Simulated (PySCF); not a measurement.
SMILES F[Si](F)(F)[Ge]([Cl])([Cl])[Cl] (Cl3F3GeSi), singlet (B3LYP/def2-SVP optimised geometry):

```
8

Si    -1.550    -2.180     1.917
F     -1.075    -1.443     3.259
F     -3.152    -2.230     1.898
F     -0.991    -3.682     1.933
Ge    -0.733    -1.023     0.000
Cl    -1.429    -1.991    -1.801
Cl     1.427    -1.023     0.000
Cl    -1.427     1.023     0.000
```

Computed with B3LYP/def2-TZVP run with PySCF 2.14.0.

Question: What are the frontier orbital energies and the dipole moment?

Answer: HOMO-2 -9.57 eV, HOMO-1 -9.33 eV, HOMO -9.18 eV, LUMO -2.48 eV, LUMO+1 -1.58 eV; dipole moment 0.16 D.

On the same geometry PBE/def2-TZVP run with PySCF gives HOMO-2 -8.41 eV, HOMO-1 -8.16 eV, HOMO -8.08 eV, LUMO -3.10 eV, LUMO+1 -2.21 eV; dipole moment 0.22 D.

Meta-Löwdin charges at B3LYP/def2-TZVP: Si1 1.50, F2 -0.47, F3 -0.47, F4 -0.47, Ge5 0.69, Cl6 -0.26, Cl7 -0.26, Cl8 -0.25.
